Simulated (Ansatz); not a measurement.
Steps of a relaxation of CH₇AlO₄ (`C[OH+][Al-]([OH])([OH])[OH]`) with RKS PBE-D4/def2-SVP.

```sh
$ ansatz run in.yaml --threads 4 --pin off --events-out ev --progress --plain --max-ram 11315MiB
```

```yaml
crystal:
  periodic: [false, false, false]
  atoms:
    - {symbol: C, position_ang: [0.960000, -1.444300, 0.731200]}
    - {symbol: O, position_ang: [1.027200, -0.430300, -0.293400]}
    - {symbol: Al, position_ang: [-0.465900, 0.714700, -0.263300]}
    - {symbol: O, position_ang: [-1.902600, -0.238100, -0.501400]}
    - {symbol: O, position_ang: [-0.269000, 1.951100, -1.604700]}
    - {symbol: O, position_ang: [-0.501600, 1.584900, 1.371300]}
    - {symbol: H, position_ang: [1.812200, -2.081800, 0.673800]}
    - {symbol: H, position_ang: [0.029300, -2.000200, 0.595300]}
    - {symbol: H, position_ang: [0.931700, -0.909400, 1.768600]}
    - {symbol: H, position_ang: [0.946600, -0.914600, -1.128300]}
    - {symbol: H, position_ang: [-1.839500, -0.740000, -1.323500]}
    - {symbol: H, position_ang: [-1.071000, 2.517600, -1.496500]}
    - {symbol: H, position_ang: [0.363100, 1.955500, 1.486000]}
basis:
  gaussian: {orbitals: def2-SVP}
hamiltonian: {xc: pbe, dispersion: d4}
relax: {f_tol: 0.03, max_steps: 200}
```

Positions (Å) and forces (eV/Å) along the path, 12 of 27 steps:

```xyz
13
step=1 energy=-15916.9484 eV
C     0.960   -1.444    0.731   -0.838    1.247    2.197
O     1.027   -0.430   -0.293    0.446   -0.112   -0.010
Al   -0.466    0.715   -0.263   -1.543    4.010    0.652
O    -1.903   -0.238   -0.501    0.403   -0.582    0.401
O    -0.269    1.951   -1.605   -0.058   -1.012    0.931
O    -0.502    1.585    1.371   -0.839   -2.058   -1.604
H     1.812   -2.082    0.674    1.234   -0.802   -0.122
H     0.029   -2.000    0.595   -0.477   -0.289    0.124
H     0.932   -0.909    1.769   -0.023   -0.612   -1.630
H     0.947   -0.915   -1.128    0.281   -0.089   -0.740
H    -1.839   -0.740   -1.323   -0.334   -0.182   -0.379
H    -1.071    2.518   -1.496    0.512   -0.319   -0.136
H     0.363    1.956    1.486    1.237    0.800    0.316
13
step=3 energy=-15917.7015 eV
C     0.945   -1.427    0.722    0.011    0.036   -0.134
O     0.970   -0.378   -0.291    0.207   -0.481   -0.230
Al   -0.588    0.800   -0.190   -0.186    0.119    0.222
O    -1.871   -0.395   -0.353   -0.035   -0.091   -1.535
O    -0.160    1.807   -1.577   -0.698    0.140    0.417
O    -0.429    1.362    1.476    0.944    0.838   -0.558
H     1.887   -2.011    0.670   -0.088    0.024    0.021
H     0.041   -2.056    0.584    0.074   -0.002   -0.010
H     0.859   -0.890    1.681    0.018    0.051    0.075
H     1.019   -0.794   -1.182    0.054    0.183    0.230
H    -2.046   -0.590   -1.324    0.108    0.228    1.475
H    -0.887    2.465   -1.673    0.499   -0.210   -0.196
H     0.280    2.071    1.474   -0.908   -0.835    0.224
13
step=5 energy=-15917.7863 eV rejected
C     0.949   -1.403    0.678   -0.009   -0.288   -0.006
O     0.990   -0.361   -0.321   -0.119    0.027    0.237
Al   -0.664    0.854   -0.175    0.512   -0.809   -0.099
O    -1.857   -0.431   -0.296    0.109    0.421    0.092
O    -0.169    1.733   -1.602   -0.284    0.163    0.166
O    -0.401    1.322    1.486   -0.193    0.107   -0.236
H     1.912   -1.945    0.735    0.150    0.057   -0.075
H     0.123   -2.116    0.484   -0.070    0.050   -0.103
H     0.744   -0.907    1.643    0.017    0.188   -0.050
H     1.176   -0.733   -1.208   -0.130    0.095    0.151
H    -2.301   -0.541   -1.150   -0.062   -0.018   -0.048
H    -0.724    2.465   -1.917    0.065   -0.007   -0.030
H     0.241    2.027    1.659    0.012    0.015    0.002
13
step=6 energy=-15917.8497 eV
C     0.977   -1.437    0.706    0.025    0.005   -0.008
O     0.987   -0.399   -0.305   -0.045   -0.036   -0.033
Al   -0.602    0.799   -0.202   -0.053    0.041    0.005
O    -1.892   -0.366   -0.333    0.006   -0.049   -0.125
O    -0.169    1.778   -1.577   -0.047    0.025   -0.007
O    -0.436    1.343    1.443    0.078    0.046    0.011
H     1.949   -1.967    0.713   -0.012    0.011    0.000
H     0.129   -2.132    0.542   -0.002    0.008   -0.021
H     0.817   -0.897    1.657    0.004    0.003    0.022
H     1.106   -0.786   -1.195    0.005    0.035    0.034
H    -2.278   -0.525   -1.210    0.019    0.031    0.122
H    -0.769    2.497   -1.834    0.078   -0.064    0.005
H     0.201    2.057    1.610   -0.058   -0.056   -0.005
13
step=7 energy=-15917.8561 eV
C     0.982   -1.436    0.702   -0.012   -0.013   -0.018
O     0.987   -0.387   -0.294   -0.027    0.030    0.014
Al   -0.614    0.796   -0.199    0.033    0.010   -0.014
O    -1.877   -0.396   -0.330    0.017   -0.025    0.011
O    -0.168    1.750   -1.587    0.002   -0.016    0.010
O    -0.448    1.343    1.443   -0.005    0.012   -0.003
H     1.960   -1.956    0.711    0.000    0.005    0.000
H     0.144   -2.138    0.518    0.004   -0.004    0.004
H     0.808   -0.912    1.659    0.004   -0.002    0.011
H     1.123   -0.755   -1.189    0.002    0.006   -0.012
H    -2.347   -0.493   -1.170   -0.026    0.007   -0.012
H    -0.719    2.496   -1.869    0.007   -0.010    0.007
H     0.190    2.052    1.620    0.000    0.000    0.000
13
step=10 energy=-15917.8606 eV
C     0.986   -1.448    0.696   -0.001    0.005    0.000
O     0.998   -0.367   -0.265    0.014   -0.015    0.007
Al   -0.614    0.784   -0.206   -0.015    0.004    0.042
O    -1.825   -0.461   -0.344   -0.154    0.010   -0.216
O    -0.167    1.711   -1.611    0.039   -0.072    0.022
O    -0.494    1.387    1.423    0.005    0.000   -0.027
H     1.966   -1.964    0.696   -0.005   -0.001    0.001
H     0.151   -2.145    0.482    0.004    0.009   -0.001
H     0.808   -0.958    1.671   -0.003   -0.012   -0.013
H     1.152   -0.704   -1.170    0.002    0.004    0.000
H    -2.443   -0.434   -1.096    0.161   -0.010    0.218
H    -0.670    2.496   -1.865   -0.038    0.079   -0.032
H     0.173    2.068    1.603   -0.010   -0.001   -0.003
13
step=11 energy=-15917.8662 eV
C     0.981   -1.477    0.674   -0.017    0.003   -0.023
O     1.018   -0.335   -0.214    0.003   -0.018    0.033
Al   -0.618    0.786   -0.191    0.011   -0.030    0.007
O    -1.782   -0.507   -0.324    0.041    0.040    0.014
O    -0.166    1.658   -1.630   -0.011    0.015   -0.007
O    -0.549    1.471    1.405    0.008   -0.002   -0.014
H     1.947   -2.019    0.636   -0.014    0.023   -0.001
H     0.126   -2.134    0.417    0.003    0.002   -0.004
H     0.820   -1.054    1.683    0.008   -0.007   -0.021
H     1.202   -0.609   -1.135   -0.002    0.002    0.015
H    -2.472   -0.436   -1.000   -0.025   -0.019    0.008
H    -0.615    2.479   -1.883    0.016   -0.006   -0.003
H     0.130    2.142    1.578   -0.022   -0.004   -0.002
13
step=15 energy=-15917.8784 eV
C     0.967   -1.545    0.611   -0.059    0.123    0.018
O     1.043   -0.282   -0.110    0.054   -0.276   -0.122
Al   -0.620    0.795   -0.161    0.010    0.005    0.108
O    -1.716   -0.564   -0.233   -0.352    0.118   -0.270
O    -0.154    1.549   -1.666   -0.096    0.262   -0.036
O    -0.649    1.639    1.364    0.019   -0.041   -0.174
H     1.926   -2.093    0.523   -0.029    0.064   -0.021
H     0.106   -2.143    0.240    0.087    0.091    0.047
H     0.792   -1.271    1.675    0.026   -0.051   -0.228
H     1.304   -0.421   -1.051   -0.110    0.063    0.317
H    -2.526   -0.471   -0.773    0.374   -0.059    0.284
H    -0.464    2.438   -1.916    0.107   -0.284    0.078
H     0.011    2.335    1.514   -0.031   -0.013   -0.001
13
step=19 energy=-15917.9490 eV
C     0.972   -1.656    0.462   -0.096    0.402    0.080
O     1.031   -0.231    0.127    0.073   -0.496   -0.009
Al   -0.631    0.807   -0.081    0.033    0.035    0.157
O    -1.697   -0.572   -0.071   -0.262    0.108   -0.137
O     0.041    1.341   -1.617   -0.039    0.083    0.053
O    -0.849    1.910    1.250    0.021   -0.082   -0.190
H     1.959   -2.120    0.263   -0.044    0.025    0.005
H     0.148   -2.143   -0.103    0.111    0.047    0.079
H     0.746   -1.706    1.551    0.057   -0.005   -0.284
H     1.382   -0.087   -0.786   -0.122    0.017    0.136
H    -2.634   -0.447   -0.304    0.253   -0.056    0.121
H    -0.188    2.195   -2.015    0.038   -0.069   -0.006
H    -0.259    2.674    1.339   -0.022   -0.011   -0.004
13
step=23 energy=-15917.9999 eV
C     0.956   -1.649    0.387   -0.055    0.008    0.095
O     1.036   -0.211    0.263    0.143   -0.110   -0.118
Al   -0.617    0.830   -0.074   -0.187   -0.256    0.264
O    -1.727   -0.504   -0.282   -0.268    0.252    0.150
O     0.326    1.320   -1.472   -0.102    0.225   -0.244
O    -1.006    1.948    1.193    0.050    0.045   -0.059
H     1.890   -2.130    0.024   -0.098    0.144    0.016
H     0.056   -2.022   -0.147    0.101   -0.038    0.062
H     0.848   -1.849    1.470   -0.017   -0.114   -0.020
H     1.350    0.059   -0.644    0.049    0.002    0.041
H    -2.599   -0.483    0.158    0.360    0.007   -0.156
H    -0.023    1.904   -2.163    0.093   -0.057   -0.025
H    -0.470    2.751    1.302   -0.070   -0.109   -0.007
13
step=26 energy=-15918.0224 eV
C     0.954   -1.640    0.416   -0.006    0.004    0.001
O     1.038   -0.212    0.233   -0.020    0.008   -0.011
Al   -0.618    0.844   -0.098    0.042    0.002   -0.030
O    -1.758   -0.437   -0.374   -0.061    0.015    0.032
O     0.309    1.394   -1.492   -0.016   -0.008    0.026
O    -0.996    1.894    1.224    0.048    0.076    0.034
H     1.893   -2.118    0.077    0.011    0.003    0.000
H     0.072   -2.047   -0.118   -0.003   -0.002   -0.004
H     0.833   -1.819    1.501    0.000    0.008    0.000
H     1.364    0.028   -0.675    0.008    0.001   -0.011
H    -2.556   -0.470    0.177    0.046   -0.008   -0.036
H    -0.066    1.871   -2.246    0.006   -0.028    0.014
H    -0.448    2.678    1.389   -0.055   -0.072   -0.014
13
step=27 energy=-15918.0238 eV
C     0.952   -1.636    0.415    0.003    0.016    0.000
O     1.038   -0.209    0.227    0.001   -0.019    0.017
Al   -0.613    0.853   -0.096   -0.002   -0.016    0.029
O    -1.764   -0.416   -0.392    0.007    0.002   -0.007
O     0.312    1.411   -1.484    0.008    0.018   -0.017
O    -0.982    1.879    1.248    0.002   -0.001   -0.016
H     1.897   -2.115    0.092    0.000   -0.001   -0.003
H     0.077   -2.047   -0.128    0.004   -0.001   -0.001
H     0.818   -1.811    1.500   -0.004    0.008   -0.005
H     1.364    0.029   -0.681   -0.012    0.000   -0.008
H    -2.546   -0.473    0.177   -0.009   -0.001    0.000
H    -0.079    1.825   -2.266   -0.001   -0.010    0.004
H    -0.452    2.675    1.404    0.003    0.005    0.008
```

It took 34 s on 4 threads of an Arm Neoverse V2 on a shared host, with 0.17 GiB of host memory at the peak.
